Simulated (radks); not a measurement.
Species: Pt30+. Configuration: [Kr] 4d10 4f2.

Method: Dirac Kohn-Sham, relativistic LDA (MacDonald-Vosko exchange, VWN5 correlation), spin-unpolarised, spherical densities, finite nucleus; open shells fill j = l - 1/2 first; Fermi nuclear charge, rms radius 5.427 fm; computed with a radial shooting solver on a logarithmic mesh with Libxc functionals.

Energy parts (hartree):
total: -17950.6656
kinetic: 20506.8778
electron-nucleus: -43140.5775
Hartree: 4948.4109
exchange-correlation: -265.3768

Orbitals (lengths in bohr, moments of r in powers of bohr; r(max) is where P^2 peaks):
| orbital | occ. | eigenvalue (hartree) | <r^4> | r(max) | <r> |
|---|---|---|---|---|---|
| 1s1/2 | 2 | -2895.341 | 4.601e-07 | 0.01067 | 0.01723 |
| 2s1/2 | 2 | -541.5478 | 0.00006730 | 0.06172 | 0.07201 |
| 2p1/2 | 2 | -521.1620 | 0.00004004 | 0.04551 | 0.05931 |
| 2p3/2 | 4 | -458.5144 | 0.00006102 | 0.05275 | 0.06770 |
| 3s1/2 | 2 | -157.5845 | 0.002406 | 0.1734 | 0.1867 |
| 3p1/2 | 2 | -148.3912 | 0.002095 | 0.1618 | 0.1767 |
| 3p3/2 | 4 | -134.5015 | 0.002838 | 0.1765 | 0.1918 |
| 3d3/2 | 4 | -119.0992 | 0.001878 | 0.1375 | 0.1671 |
| 3d5/2 | 6 | -116.0925 | 0.002057 | 0.1415 | 0.1717 |
| 4s1/2 | 2 | -61.65511 | 0.04356 | 0.3810 | 0.3951 |
| 4p1/2 | 2 | -57.69225 | 0.04442 | 0.3775 | 0.3937 |
| 4p3/2 | 4 | -53.81035 | 0.05685 | 0.4040 | 0.4199 |
| 4d3/2 | 4 | -47.29689 | 0.05761 | 0.3907 | 0.4142 |
| 4d5/2 | 6 | -46.50256 | 0.06163 | 0.3983 | 0.4218 |
| 4f5/2 | 2 | -38.42665 | 0.05390 | 0.3363 | 0.3988 |
| 4f7/2 | 0 | -38.21765 | 0.05539 | 0.3393 | 0.4020 |
| 5s1/2 | 0 | -32.02540 | 0.4542 | 0.7264 | 0.7220 |
| 5p1/2 | 0 | -30.26331 | 0.4922 | 0.7378 | 0.7338 |
| 5p3/2 | 0 | -28.83889 | 0.5930 | 0.7773 | 0.7695 |

The highest occupied level is 4f5/2 at -1045.6 eV. The density falls to 0.001 e/bohr^3 at r = 1.19 bohr.
